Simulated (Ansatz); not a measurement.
`C[S][Ge]([Cl])([Cl])[Cl]`. Charge 0, multiplicity 1.

```xyz
9

C    -0.343    1.260   -0.937
S    -0.794    0.869    0.778
Ge    0.219   -1.052    0.951
Cl   -0.490   -2.466   -0.485
Cl   -0.109   -1.820    2.903
Cl    2.322   -0.882    0.611
H     0.737    1.346   -1.047
H    -0.741    0.517   -1.626
H    -0.802    2.226   -1.147
```

(1) List the harmonic frequencies (cm⁻¹, unscaled) at PBE0-D4/def2-TZVP in Ansatz. (An estimate is asked.)

(2) Is this a minimum?

(3) Give the ideal-gas thermochemistry at 298.15 K and 1 bar (rigid rotor, harmonic oscillator; point group Cs, symmetry number 1).

Results:

(1) Ansatz gave: 50, 96, 120, 136, 143, 166, 170, 226, 386, 437, 454, 458, 720, 979, 985, 1350, 1464, 1475, 3070, 3167, 3171.

(2) Yes, all 21 modes are real.

(3) Zero-point energy 115.0 kJ/mol; H(298) − E = 142.4 kJ/mol; entropy 419.4 J/(mol·K), of which translation 176.5, rotation 126.4, vibration 116.6; G(298) − E = 17.3 kJ/mol. Modes under 100 cm⁻¹ are hindered rotations or soft bends, so the harmonic entropy is rough.
